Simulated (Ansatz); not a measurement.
Two isomers of C3H5BO: A = `C#CBCO`, B = `OCB1C=C1`.

Program: Ansatz. Geometries: PBE0-D4/def2-TZVP. ΔE: electronic, gas phase. CCSD(T)/CBS adds triple-zeta CCSD(T) − MP2 to the extrapolated MP2 energy (def2 sets, frozen cores). DFT in def2-TZVPP. B3LYP here is the variant with VWN-RPA as its local correlation; programs differ in this. Each species was taken in one conformer, which may not be the lowest.

A:

```xyz
10

C     2.296   -0.039   -0.609
C     1.096   -0.008   -0.751
B    -0.413    0.029   -0.826
C    -1.257    0.018    0.477
O    -0.591   -0.025    1.717
H     3.358   -0.066   -0.514
H    -0.967    0.066   -1.884
H    -1.918    0.902    0.440
H    -1.958   -0.832    0.400
H     0.356   -0.045    1.549
```

B:

Z-matrix (Å, degrees):
```
C
B 1 1.552
O 1 1.421 2 115.8
H 1 1.102 2 108.4 3 124.4
H 1 1.097 2 109.3 3 -121.7
C 2 1.470 1 153.9 3 176.7
C 2 1.474 1 151.7 3 -7.0
H 3 0.959 1 107.8 2 20.6
H 6 1.081 2 158.3 1 -2.7
H 7 1.082 2 158.9 1 2.6
```

(1) Which isomer does CCSD(T)/CBS put lower? Give the gap. (An estimate is asked.)

(2) Give E(B) − E(A) in kcal/mol with PBE-D4, CCSD(T)/def2-SVP, LDA (SPW92), B3LYP, r2SCAN-D4, B2PLYP, B3LYP-D4. (Estimate.)

(3) Does the order hold for the free energy at 298.15 K (harmonic terms from PBE0-D4)? (Estimate.)

Largest T1 diagnostic: 0.013.

Results:

(1) Computed: B, by 5.7 kcal/mol.

(2) Computed: PBE-D4 -9.5, CCSD(T)/def2-SVP -8.5, LDA (SPW92) -12.7, B3LYP -6.0, r2SCAN-D4 -9.1, B2PLYP -5.4, B3LYP-D4 -6.0. None reverses the order clearly.

(3) Ansatz gave: Yes: G(B) − G(A) = -3.5 kcal/mol, for one conformer each.

From BLYP to BHLYP (50 % exact exchange), in def2-TZVPP and without D4, E(B) − E(A) moves by −4.4 kcal/mol. Leaving LDA and LC-ωPBE aside and taking each functional with its dispersion term where it has one, the values, not all of them listed here, spread over 8.6 kcal/mol, from PBE0-D4 to BLYP-D4. LDA lies −3.1 kcal/mol from PBE without D4.
